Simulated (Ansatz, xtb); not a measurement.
Spectroscopic constants of CoBr, multiplicity 3 (lowest of 2S+1 = 1, 3, 5 at PBE0/def2-TZVPP; our sources give no spin for the ground state, which may be another). No spin–orbit coupling. Co is treated without relativity. Br is treated without relativity.

The constants come from a fifth-degree fit in 1/R (seven points, main isotopes). In def2 and cc sets the state is the lowest found near the PBE0 minimum, followed along R.

Run with Ansatz (Gaussian basis) for Hartree–Fock, density functionals and correlated methods; xtb for the GFN methods. Each number belongs to the level named beside it. The GFN methods have no spin term and hold the electronic entropy of 300 K.

| level | r_e (Å) | ω_e (cm⁻¹) | α_e (cm⁻¹) | ω_e x_e (cm⁻¹) | dipole (D) |
|---|---|---|---|---|---|
| GFN1-xTB | 2.194 | 379 | 0.00065 | 2.0 | - |
| SVWN5/def2-TZVPP | 2.142 | 343 | 0.00046 | 1.0 | 3.52 |
| PBE/def2-TZVPP | 2.206 | 313 | 0.00046 | 1.00 | 3.97 |
| r2SCAN/def2-TZVPP | 2.208 | 316 | 0.00045 | 0.93 | 4.50 |
| B97M-V/def2-TZVPP | 2.225 | 309 | 0.00045 | 0.96 | 4.61 |
| B3LYP/def2-TZVPP | 2.247 | 299 | 0.00044 | 0.93 | 4.81 |
| PBE0/def2-TZVPP | 2.231 | 306 | 0.00044 | 0.93 | 5.06 |
| BHLYP/def2-TZVPP | 2.271 | 292 | 0.00043 | 0.86 | 5.78 |
| CAM-B3LYP/def2-TZVPP | 2.234 | 308 | 0.00043 | 0.90 | 5.17 |
| wB97X-V/def2-TZVPP | 2.236 | 308 | 0.00042 | 0.86 | 5.47 |
| wB97M-V/def2-TZVPP | 2.237 | 308 | 0.00043 | 0.89 | 5.31 |
| B2PLYP/def2-TZVPP | 2.234 | 310 | 0.00042 | 1.0 | - |

Correlated levels freeze the inner cores; with def2 sets outer-core shells near the valence are correlated too.

Ansatz is a first-principles code.
